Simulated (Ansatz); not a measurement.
`Br[Si](Br)(Br)Br` and `[Br][Sn]([Br])([Br])[Br]` differ in one element.

Ansatz, PBE0-D4/def2-TZVP geometries, multiplicity 1. 

Elements past krypton have def2 core potentials. Scalar relativity is left out up to krypton.

| property | `Br[Si](Br)(Br)Br` |
| --- | --- |
| HOMO–LUMO gap (PBE0/def2-TZVPP) / eV | 7.05 |
| HOMO energy (ωB97M-V/def2-TZVPP) / eV | -10.88 |
| HOMO energy (B3LYP/def2-TZVPP) / eV | -8.41 |
| LUMO energy (PBE/def2-TZVPP) / eV | -2.51 |
| HOMO energy (PBE0/def2-TZVPP) / eV | -8.69 |
| size of the dipole moment (B3LYP/def2-TZVPP) / D | 0.00 |

Problem. Give the same properties after the change, and the shifts. (Estimate.)

Solution. Ansatz gave: 
```csv
property,`[Br][Sn]([Br])([Br])[Br]`,shift
HOMO–LUMO gap (PBE0/def2-TZVPP) / eV,5.48,-1.57
HOMO energy (ωB97M-V/def2-TZVPP) / eV,-11.14,-0.26
HOMO energy (B3LYP/def2-TZVPP) / eV,-8.64,-0.23
LUMO energy (PBE/def2-TZVPP) / eV,-4.23,-1.72
HOMO energy (PBE0/def2-TZVPP) / eV,-8.93,-0.24
size of the dipole moment (B3LYP/def2-TZVPP) / D,0.00,0.00
```

With PBE0 the HOMO falls by 0.24 eV and the LUMO falls by 1.81 eV, so the gap narrows by about 1.57 eV. PBE moves the HOMO by -0.21 eV and ωB97M-V by -0.26 eV.

B3LYP here is the variant with VWN-RPA as its local correlation; programs differ in this.

Spin–orbit coupling is left out; it splits and shifts lone-pair levels of the heavy atoms by tenths of an eV.
